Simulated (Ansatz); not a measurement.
## A geometry optimisation of CH5BFGe with B3LYP/6-31G*

The starting geometry of this gas-phase doublet is a saddle point at B3LYP/6-31G*, pushed by 0.25 Å along its imaginary mode; its bonds are those of `FB[CH2][GeH2]`.

```xyz
9

C    -1.3382    1.1665   -0.2031
B    -1.7596   -0.0786    0.6019
F    -1.2775   -1.2714    0.2753
Ge   -2.6168    1.3926   -1.7514
H    -2.5535   -0.0415    1.5187
H    -0.3419    1.1062   -0.6573
H    -1.4323    2.1037    0.3471
H    -4.0991    1.0188   -1.3338
H    -2.6005    2.9050   -2.2060
```

Q: Predict what becomes of its bonds when it is optimised with B3LYP/6-31G*.

A: It keeps its bonds, and is `FB[CH2][GeH2]`.

The energy falls by 0.10 eV over 26 steps:

| step | E − E(last) (eV) |
| --- | --- |
| 1 | 0.102 |
| 4 | 0.089 |
| 7 | 0.088 |
| 9 | 0.081 |
| 12 | 0.067 |
| 15 | 0.039 |
| 18 | 0.005 |
| 20 | 0.001 |
| 23 | 0.000 |
| 26 | 0.000 |

Final geometry (Å):

```yaml
atoms:
  - { symbol: C, position_ang: [-1.1446, 1.1311, -0.3243] }
  - { symbol: B, position_ang: [-1.9245, 0.2147, 0.6558] }
  - { symbol: F, position_ang: [-1.9811, -1.1025, 0.4352] }
  - { symbol: Ge, position_ang: [-2.5173, 1.7155, -1.6648] }
  - { symbol: H, position_ang: [-2.5283, 0.6283, 1.6047] }
  - { symbol: H, position_ang: [-0.3539, 0.6228, -0.8840] }
  - { symbol: H, position_ang: [-0.7655, 2.0479, 0.1348] }
  - { symbol: H, position_ang: [-3.1615, 0.4895, -2.3778] }
  - { symbol: H, position_ang: [-3.6428, 2.5541, -0.9880] }
```

Frequencies at the end are all real (lowest 85 cm⁻¹). Open shells are spin-unrestricted. Run with Ansatz 0.2.0, 60 s on 2 threads of Intel(R) Xeon(R) 6975P-C (Granite Rapids), with other jobs on the host.
